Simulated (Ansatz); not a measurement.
Stretching the Se3–H4 bond in CdFHSe (SMILES [F][Cd][SeH]) (multiplicity 1 held, fragments rigid). Energies count from the point at 1.473 Å.
Geometry at that point (charge 0, multiplicity 1):
```xyz
4

Cd     0.41821    -0.53976     0.29033
F      1.52317    -1.95749     1.06506
Se    -0.97101     1.21880    -0.70555
H     -0.76840     2.08677     0.46765
```

Signs of static correlation in def2-SVP, with CASSCF(4,3), from Ansatz (an electronic-structure program) runs.

```json
[
 {"R (Å)": "1.179", "T1 of restricted CCSD": "0.017", "⟨S²⟩ of UHF": "0.000", "largest double amplitude of restricted CCSD": "0.043", "weight of the CASSCF reference in MRCISD": "0.894", "CASSCF natural occupations": "2.00 1.99 0.01"},
 {"R (Å)": "1.326", "T1 of restricted CCSD": "0.017", "⟨S²⟩ of UHF": "0.000", "largest double amplitude of restricted CCSD": "0.043", "weight of the CASSCF reference in MRCISD": "0.894", "CASSCF natural occupations": "2.00 1.98 0.02"},
 {"R (Å)": "1.473", "T1 of restricted CCSD": "0.017", "⟨S²⟩ of UHF": "0.000", "largest double amplitude of restricted CCSD": "0.048", "weight of the CASSCF reference in MRCISD": "0.894", "CASSCF natural occupations": "2.00 1.97 0.03"},
 {"R (Å)": "1.621", "T1 of restricted CCSD": "0.017", "⟨S²⟩ of UHF": "0.000", "largest double amplitude of restricted CCSD": "0.075", "weight of the CASSCF reference in MRCISD": "0.894", "CASSCF natural occupations": "2.00 1.96 0.04"},
 {"R (Å)": "1.768", "T1 of restricted CCSD": "0.018", "⟨S²⟩ of UHF": "0.000", "largest double amplitude of restricted CCSD": "0.084", "weight of the CASSCF reference in MRCISD": "0.894", "CASSCF natural occupations": "2.00 1.94 0.07"},
 {"R (Å)": "1.989", "T1 of restricted CCSD": "0.018", "⟨S²⟩ of UHF": "…", "largest double amplitude of restricted CCSD": "0.115", "weight of the CASSCF reference in MRCISD": "0.894", "CASSCF natural occupations": "2.00 1.89 0.11"},
 {"R (Å)": "2.210", "T1 of restricted CCSD": "0.020", "⟨S²⟩ of UHF": "0.604", "largest double amplitude of restricted CCSD": "0.132", "weight of the CASSCF reference in MRCISD": "0.894", "CASSCF natural occupations": "2.00 1.81 0.19"},
 {"R (Å)": "2.578", "T1 of restricted CCSD": "0.023", "⟨S²⟩ of UHF": "0.867", "largest double amplitude of restricted CCSD": "0.373", "weight of the CASSCF reference in MRCISD": "0.895", "CASSCF natural occupations": "2.00 1.64 0.36"},
 {"R (Å)": "2.947", "T1 of restricted CCSD": "0.027", "⟨S²⟩ of UHF": "0.957", "largest double amplitude of restricted CCSD": "0.517", "weight of the CASSCF reference in MRCISD": "0.895", "CASSCF natural occupations": "2.00 1.44 0.56"},
 {"R (Å)": "3.389", "T1 of restricted CCSD": "0.031", "⟨S²⟩ of UHF": "0.994", "largest double amplitude of restricted CCSD": "…", "weight of the CASSCF reference in MRCISD": "0.895", "CASSCF natural occupations": "2.00 1.26 0.74"},
 {"R (Å)": "3.978", "T1 of restricted CCSD": "0.033", "⟨S²⟩ of UHF": "1.006", "largest double amplitude of restricted CCSD": "0.796", "weight of the CASSCF reference in MRCISD": "0.895", "CASSCF natural occupations": "2.00 1.11 0.89"},
 {"R (Å)": "4.715", "T1 of restricted CCSD": "0.032", "⟨S²⟩ of UHF": "1.008", "largest double amplitude of restricted CCSD": "0.872", "weight of the CASSCF reference in MRCISD": "0.895", "CASSCF natural occupations": "2.00 1.04 0.96"}
]
```

Task: Complete the blanks.

Result: 
- 1.989, ⟨S²⟩ of UHF: 0.229
- 3.389, largest double amplitude of restricted CCSD: 0.665

Doubts at one or more of the structures used: active orbitals that take no part (SC-NEVPT2 on CASSCF(4,3)/def2-SVP); a restricted determinant that unrestricted orbitals would lower (R-CCSD(T)/def2-SVP); other coupled-cluster roots lie near (R-CCSD(T)/def2-SVP); a spin-contaminated determinant (U-CCSD(T)/def2-SVP); T1 above 0.05 (U-CCSD(T)/def2-SVP).
